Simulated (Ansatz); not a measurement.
Relaxation of CrF2 with UKS B3LYP-D4/def2-TZVP.

```sh
$ ansatz run in.yaml --threads 2 --pin off --events-out ev --progress --plain --max-ram 4352MiB
```

```yaml
crystal:
  periodic: [false, false, false]
  atoms:
    - {symbol: Cr, position_ang: [-0.372145, -0.214170, -0.005941]}
    - {symbol: F, position_ang: [0.170631, 0.087976, 1.657959]}
    - {symbol: F, position_ang: [0.201514, 0.126184, -1.652008]}
basis:
  gaussian: {orbitals: def2-TZVP}
magnetization: {spin_polarized: true, initial_magnetization: 2}
hamiltonian: {xc: {name: B3LYP}, dispersion: d4}
scf: {omitted_lower_state_checks: [starts]}
output: {orbitals: {seedname: orbitals}}
relax: {f_tol: 0.02, max_steps: 100}
```

It took 32 s on 2 threads of Arm Neoverse V2 on a shared host.

Positions (Å) and forces (eV/Å) at steps 1, 2, 3 of 3:

```xyz
3
step=1 energy=-33859.5339 eV
Cr   -0.372   -0.214   -0.006    0.141    0.081    0.002
F     0.171    0.088    1.658   -0.069   -0.039   -0.153
F     0.202    0.126   -1.652   -0.072   -0.042    0.151
3
step=2 energy=-33859.5351 eV
Cr   -0.368   -0.212   -0.006    0.073    0.042    0.001
F     0.168    0.087    1.657   -0.036   -0.020   -0.070
F     0.199    0.125   -1.651   -0.037   -0.022    0.069
3
step=3 energy=-33859.5355 eV
Cr   -0.362   -0.208   -0.006    0.004    0.002    0.000
F     0.165    0.085    1.657   -0.002   -0.001    0.012
F     0.196    0.123   -1.652   -0.002   -0.001   -0.012
```

The charge 0 triplet is spin-contaminated (final ⟨S²⟩ up to 2.98, 2.00 for a pure state). At B3LYP-D4/def2-TZVP a quintet of charge 0 lies 1.15 eV below the triplet, each at its own geometry.
